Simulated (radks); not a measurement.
Task: Numerical settings for neutral germanium, [Ar] 3d10 4s2 4p2. All-electron calculation, scalar-relativistic Kohn-Sham, r2SCAN, spin-polarised, spherical densities, finite nucleus; open shells are filled with parallel spins first; meta-GGA in the generalised Kohn-Sham scheme; Fermi nuclear charge, rms radius 4.0742 fm. Program: a radial shooting solver on a logarithmic mesh with Libxc functionals. The defaults (mesh step 0.008 in ln r, mesh end at 40 bohr or more with all orbitals vanishing there, Anderson mixing 0.5 over 9 steps, residual threshold near 1e-9 with the energy settled to 1e-9 hartree or 1e-11 of itself, here a cap of 84 iterations) give E = -2099.200 hartree and 4p at -4.667 eV in 13 iterations. Run on one thread of a shared host, so times are rough (Intel(R) Xeon(R) Platinum 8488C): 0.18 s of CPU time, 0.18 s wall, 13 iterations on 2381 mesh points. One setting is changed at a time: mesh step in ln r 0.012; mesh step in ln r 0.03; mesh step in ln r 0.02; mesh end (bohr) 5; mesh end (bohr) 12; residual threshold 1e-13; residual threshold 0.01; mixing 1; linear mixing, mixing 1; linear mixing, mixing 0.05; mixing history 20; iteration cap 3. Which runs fail to converge, and which converge to a wrong energy?

Result: Not converged within the cap: residual threshold 1e-13; linear mixing, mixing 1; linear mixing, mixing 0.05; iteration cap 3. Settings that end as converged yet miss the energy by more than 1 mhartree: mesh end (bohr) 5 (+0.0895 hartree).
